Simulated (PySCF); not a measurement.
SMILES [CH3][Ge]([CH3])([CH3])/[CH]=C/[Si](Cl)(Cl)Cl (GFN2-xTB optimised geometry):

```
21

Si    -2.827     0.528     0.000
Cl    -3.528     2.430     0.000
Cl    -3.525    -0.409     1.656
Cl    -3.528    -0.427    -1.638
C     -0.944     0.528     0.000
C     -0.170     0.012    -0.950
Ge     1.805     0.027    -0.929
C      2.429     1.053    -2.511
C      2.442     0.872     0.750
C      2.434    -1.854    -1.053
H     -0.462     0.992     0.853
H     -0.640    -0.455    -1.807
H      2.061     0.608    -3.430
H      2.077     2.079    -2.466
H      3.515     1.067    -2.552
H      2.082     0.329     1.619
H      2.102     1.901     0.821
H      3.528     0.874     0.780
H      3.519    -1.892    -1.076
H      2.059    -2.327    -1.956
H      2.091    -2.430    -0.199
```

Level of theory: PBE0/def2-SVP in PySCF 2.14.0.

What are the frontier orbital energies and the dipole moment?

HOMO-2 -8.48 eV, HOMO-1 -8.04 eV, HOMO -7.97 eV, LUMO -0.92 eV, LUMO+1 0.86 eV; dipole moment 2.73 D.

On the same geometry PySCF with PBE/def2-SVP gives HOMO-2 -7.17 eV, HOMO-1 -6.75 eV, HOMO -6.72 eV, LUMO -1.80 eV, LUMO+1 -0.15 eV; dipole moment 2.61 D.

Meta-Löwdin charges at PBE0/def2-SVP: Si1 0.89, Cl2 -0.25, Cl3 -0.25, Cl4 -0.25, C5 -0.34, C6 -0.25, Ge7 0.75, C8 -0.51, C9 -0.52, C10 -0.51, H11 0.11, H12 0.11, H13 0.11, H14 0.11, H15 0.11, H16 0.11, H17 0.11, H18 0.12, H19 0.11, H20 0.11, H21 0.11.
